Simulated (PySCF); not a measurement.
Compound: trans-Ge(NH3)2Cl4.
Bonds: Ge1–N2, Ge1–N6, Ge1–Cl10, Ge1–Cl11, Ge1–Cl12, Ge1–Cl13. Hydrogens: H3, H4, H5 on N2; H7, H8, H9 on N6.

Computed by this run: PBE0-D3(BJ)/def2-SVP geometry optimisation, gas phase in PySCF 2.14.0; density fitting, grid level 1; the optimiser is geomeTRIC in internal coordinates, started from a GFN2-xTB structure with every atom displaced at random (about 0.03 Å).

Step 1: E = -109640.4370 eV
```
atom  x, y, z in Å  |  force x, y, z in eV/Å
Ge1     0.0286   -0.0160    0.0135   -1.139   1.098  -0.066
N2      0.0102   -0.0430    2.2265    0.606   0.280  -0.084
H3     -0.4444    0.8017    2.5871    0.064  -0.010  -0.236
H4      0.9718   -0.0786    2.6247   -0.702  -0.001  -0.489
H5     -0.5125   -0.8402    2.5858   -0.047  -0.193  -0.141
N6      0.0310    0.0189   -2.2521    0.337   0.226   0.892
H7      0.5327    0.8320   -2.6095   -0.017   0.107   0.148
H8     -0.9145    0.0395   -2.6138   -0.416   0.004   0.029
H9      0.4976   -0.8126   -2.5989    0.087  -0.293   0.023
Cl10    2.2236   -0.1137    0.0201    0.508   0.473  -0.033
Cl11   -2.2720    0.0894    0.0318    0.504  -0.335  -0.018
Cl12   -0.0861    2.2737    0.0368    0.527  -0.537  -0.012
Cl13   -0.0070   -2.1946   -0.0494   -0.312  -0.818  -0.013
```

Step 2: E = -109640.2411 eV
```
atom  x, y, z in Å  |  force x, y, z in eV/Å
Ge1    -0.0293   -0.0310    0.0071    0.006   0.624  -0.147
N2      0.0239   -0.0380    2.1406   -2.171  -0.330  -0.255
H3     -0.4214    0.7970    2.5193   -0.161   0.244  -0.230
H4      0.9161   -0.0727    2.5541    1.981  -0.074   0.316
H5     -0.4973   -0.8379    2.5231    0.025   0.108  -0.325
N6      0.0471    0.0181   -2.1507   -1.001  -0.232  -0.551
H7      0.5324    0.8337   -2.5358    0.020   0.042   0.377
H8     -0.9288    0.0416   -2.5316    0.871  -0.074   0.486
H9      0.5047   -0.8190   -2.5404   -0.165   0.190   0.349
Cl10    2.1788    0.1762    0.0132    1.026  -1.367  -0.047
Cl11   -2.2994   -0.0855    0.0258    0.306   0.670   0.001
Cl12    0.2094    2.2150    0.0315   -1.389   0.551   0.019
Cl13   -0.1770   -2.2410   -0.0536    0.652  -0.352   0.007
```

Step 3: E = -109640.6524 eV
```
atom  x, y, z in Å  |  force x, y, z in eV/Å
Ge1    -0.0039   -0.0141    0.0044   -0.226   0.463  -0.090
N2      0.0155   -0.0382    2.1373   -1.322  -0.156  -0.050
H3     -0.4286    0.8004    2.5129   -0.127   0.175  -0.225
H4      0.9258   -0.0738    2.5447    1.254  -0.061   0.089
H5     -0.5033   -0.8391    2.5164    0.009   0.060  -0.323
N6      0.0416    0.0178   -2.1440   -0.612  -0.096  -0.447
H7      0.5290    0.8344   -2.5249    0.001   0.025   0.311
H8     -0.9260    0.0409   -2.5237    0.570  -0.043   0.429
H9      0.4998   -0.8178   -2.5305   -0.112   0.126   0.325
Cl10    2.2187    0.0244    0.0080    0.350  -0.282  -0.025
Cl11   -2.2726    0.0067    0.0249    0.262   0.167  -0.013
Cl12    0.0525    2.2451    0.0312   -0.248  -0.076   0.001
Cl13   -0.0894   -2.2305   -0.0539    0.201  -0.302   0.017
```

Step 4: E = -109640.7729 eV
```
atom  x, y, z in Å  |  force x, y, z in eV/Å
Ge1     0.0317   -0.0118   -0.0130   -0.392   0.105   0.342
N2     -0.0286   -0.0324    2.0525    0.330  -0.113   0.516
H3     -0.4645    0.8184    2.4150   -0.025   0.043  -0.175
H4      0.9353   -0.0734    2.4061   -0.148   0.006  -0.121
H5     -0.5390   -0.8431    2.4164    0.026   0.046  -0.224
N6      0.0120    0.0203   -2.0344   -0.061  -0.076  -1.074
H7      0.5072    0.8458   -2.3849   -0.019  -0.010   0.146
H8     -0.9497    0.0419   -2.4092    0.282  -0.008   0.361
H9      0.4767   -0.8172   -2.4038   -0.063   0.089   0.158
Cl10    2.2649   -0.0109   -0.0130    0.223  -0.113   0.024
Cl11   -2.2171    0.0373    0.0103   -0.250  -0.033  -0.017
Cl12    0.0526    2.2287    0.0166    0.016   0.295   0.026
Cl13   -0.0222   -2.2471   -0.0560    0.082  -0.231   0.036
```

Question: Estimate the geometry and energy of step 5. (The exact step hangs on the optimiser's Hessian estimate; all steps are aligned on step 4, rigid shifts and turns removed.)

Answer: E = -109640.7134 eV, largest force 1.377 eV/Å
```
atom  x, y, z in Å  |  force x, y, z in eV/Å
Ge1    -0.0126   -0.0002    0.0579    0.188  -0.076  -1.362
N2     -0.0039   -0.0338    2.0291    0.568   0.161   0.945
H3     -0.4593    0.8325    2.3332    0.106  -0.112   0.161
H4      0.9859   -0.0777    2.3608   -0.878   0.039  -0.258
H5     -0.5322   -0.8535    2.3299    0.019  -0.040   0.149
N6      0.0366    0.0192   -2.0962   -0.019   0.097   0.882
H7      0.5282    0.8636   -2.3936   -0.056  -0.095  -0.049
H8     -0.9416    0.0407   -2.3733   -0.126   0.027  -0.212
H9      0.4947   -0.8288   -2.4274    0.020   0.013  -0.021
Cl10    2.2338   -0.0572    0.0452    0.246   0.143  -0.052
Cl11   -2.2668    0.0505    0.0510    0.046  -0.106  -0.067
Cl12    0.0065    2.2510    0.0719    0.070   0.064  -0.057
Cl13   -0.0102   -2.2498    0.0141   -0.181  -0.117  -0.061
```

The energy changes by +0.0595 eV. The first-order estimate −F·Δx gives -0.1660 eV and the mean of the old and new forces, exact on a quadratic surface, +0.0538 eV. The step makes an angle of 64° with the force vector and moves no atom by more than 0.087 Å. The energy falls at the start of this step and ends higher, so the step passed the lowest point of its straight line.

What follows is the cost of the whole optimisation. On one thread, Arm Neoverse V1 (aarch64), shared host with 32 logical CPUs at a one-minute load of 12, this took 4.0 min of wall time and 0.74 GiB of memory at its peak.
